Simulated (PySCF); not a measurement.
# RuF and its ions

PBE0; Ru def2-TZVPPD with ECP28, F def2-TZVPPD; scalar-relativistic core potentials (PySCF 2.14). Neutral (UKS): quartet (σ ↑, π ↑, δ ↑), Re = 1.902 Å, ωe = 559 cm⁻¹, De = 4.00 eV, HOMO -5.64 eV, LUMO -2.73 eV.

RuF⁺ (UKS): quintet (σ ↑, π ↑↑, δ ↑), Re = 1.809 Å, ωe = 715 cm⁻¹, De = 3.54 eV to Ru⁺ (4d7) + F. The energies at the minima are -194.61930 hartree for RuF and -194.32644 for RuF⁺.

Q: Work out the adiabatic ionisation energy, without and with harmonic zero-point energies (1 hartree = 27.2114 eV, 1 eV = 8065.5 cm⁻¹), and the change of the bond length.

A: At PBE0: 0.29286 hartree = 7.969 eV between the minima; the zero-point term (715.0 − 559.0)/2 cm⁻¹ = +0.010 eV makes it 7.979 eV. Re changes by -9.3 pm against the neutral. The electron leaves a π orbital; in so polar a molecule the change of length follows mostly from the change of the ionic charges.

RuF⁻ (UKS): quintet (σ ↑, π ↑↑, δ ↑), Re = 1.991 Å, ωe = 461 cm⁻¹, De = 2.18 eV to Ru (4d7 5s1) + F⁻. The energies at the minima are -194.61930 hartree for RuF and -194.67158 for RuF⁻.

Q: Work out the adiabatic electron affinity, without and with harmonic zero-point energies (1 hartree = 27.2114 eV, 1 eV = 8065.5 cm⁻¹), and the change of the bond length.

A: At PBE0: 0.05228 hartree = 1.423 eV between the minima; the zero-point term (559.0 − 461.0)/2 cm⁻¹ = +0.006 eV makes it 1.429 eV. Re changes by +8.9 pm against the neutral. More than one orbital changes its filling between the two states.

The metal atom is held in its measured ground configuration; semilocal functionals can put another filling of s and d lower by some tenths of an eV, and De to that atom would be smaller. Spin–orbit coupling is left out, which matters for elements this heavy, above all for dissociation energies. For an ion De counts to the pair picked by the measured ionisation energies or electron affinities, which need not be the lowest pair at this level. The highest Kohn–Sham level is positive in this anion. Much of that is self-interaction error, but it also means that the finite basis helps to hold the extra electron. With d or f electrons several states lie close, and the lowest PBE0 determinant need not be the measured ground state.
